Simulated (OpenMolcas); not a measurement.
Co2+.

```json
{"Program": "OpenMolcas 26.06", "Basis": "ANO-RCC-VDZP [5s4p2d1f]", "Scalar Hamiltonian": "DKH2, point nucleus", "Active space": "7 electrons in 6 orbitals (3d 4s)", "State averaging": "2S+1 = 4 even, 50 roots; 2S+1 = 6 even, 5 roots kept (CI in the orbitals of an earlier block); 2S+1 = 2 even, 103 roots kept (CI in the orbitals of an earlier block)", "Spin-orbit coupling": "RASSI with atomic mean-field integrals over the reference wave functions, term energies averaged over their components"}
```

Two sets of levels on these reference wave functions, in cm⁻¹ above 3d⁷ ⁴F_9/2: one from CASSCF and one from MS-CASPT2, IPEA 0.25 Eh, imaginary shift 0.1 Eh (closed shells correlated: 3s 3p).

```
        Level  Set 1  Set 2
   3d⁷ ⁴F_9/2    0.0    0.0
   3d⁷ ⁴F_7/2    939    934
   3d⁷ ⁴F_5/2   1622   1622
   3d⁷ ⁴F_3/2   2090   2100
   3d⁷ ⁴P_5/2  16210  20290
   3d⁷ ²G_9/2  17210  20320
   3d⁷ ⁴P_3/2  16350  20610
   3d⁷ ⁴P_1/2  16900  21040
   3d⁷ ²G_7/2  18100  21210
   3d⁷ ²P_3/2  19940  26870
  3d⁷ ²H_11/2  23740  27020
   3d⁷ ²H_9/2  24540  27810
   3d⁷ ²P_1/2  20650  27810
3d⁷ ²D_5/2(1)  23240  29270
3d⁷ ²D_3/2(1)  24530  30670
3d⁶ 4s ⁶D_9/2  51220  33230
```

Question: Which set is which?

Answer: Set 1 is MS-CASPT2. Its levels of the other terms of 3d⁷ lie at 0.74 to 0.88 of the other set's values, as expected, since terms of lower spin or lower L gain more correlation energy than the Hund ground term. Against 14 measured levels (Sugar and Corliss, J. Phys. Chem. Ref. Data 10, 1097 (1981)) the mean absolute deviation is 840 cm-1 with it and 4600 cm-1 without; single levels miss by up to 4800 cm-1 with it.

CASPT2 does not keep the components of a term degenerate, so their means are used; among the terms shown or strongly mixed into the levels shown the widest spread is 2500 cm-1 (3d⁷ ⁴F, MS-CASPT2). Terms from blocks run as CI alone lack orbitals of their own. A single d shell beside an s shell can misplace configurations of different d count against each other. Without dynamic correlation excited terms often stand tens of per cent too high (terms of higher spin than the ground term too low), and those without a measured partner can miss by more than the paired ones (holds for CASSCF). Some levels mix across a computed gap that differs much from the measured one, so their mixing is not that of the real levels (holds for CASSCF). Blocks of more than 70 roots (2S+1 = 2 even) ran without multistate coupling (holds for MS-CASPT2). Measured partners are found by configuration, term and J. A level has none where our copy of the source lacks it or the pairing is in doubt (some pairs that miss far off the trend of their configuration count as doubtful), and it then counts in no deviation. Only configurations of the active space appear. Levels that lie high or do not pair safely by name in every column are left out.

A number in round brackets counts repeated terms of one configuration in the order of the reference energies.
